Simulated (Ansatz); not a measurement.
Reaction (substitution at a C–Si bond): `C[SiH]1CS1` + `O[Si@@H](Cl)[Si@@H](O)Cl` → `CO[Si@H](Cl)[Si@H](O)Cl` + `C1[SiH2]S1`

Program: Ansatz. Geometries: PBE0-D4/def2-TZVP. ΔE: electronic, gas phase. CBS: MP2 limit from def2 TZ/QZ plus the TZ coupled-cluster correction, frozen cores. Functionals use def2-TZVPP. B3LYP here is the variant with VWN-RPA as its local correlation; programs differ in this. Each species was taken in one conformer, which may not be the lowest.

Q: Is it downhill or uphill in electronic energy at CCSD(T)/CBS, and by how much? (Estimate.)

A: Computed: Uphill: ΔE = +24.3 kcal/mol.

Q: What do these levels give: PBE0-D4, B3LYP-D4, ωB97X-V, HF/def2-TZVPP, MP2/def2-TZVPP, SCS-MP2/def2-TZVPP? (An estimate is asked.)

A: Computed: PBE0-D4 24.3, B3LYP-D4 22.5, ωB97X-V 22.8, HF/def2-TZVPP 21.0, MP2/def2-TZVPP 25.2, SCS-MP2/def2-TZVPP 23.3 kcal/mol.

Largest T1 diagnostic among the species: 0.012.

In def2-TZVPP, CCSD(T) changes the Hartree–Fock value by +2.5 kcal/mol (the triples alone add +0.1 kcal/mol) and MP2 by +4.3 kcal/mol.
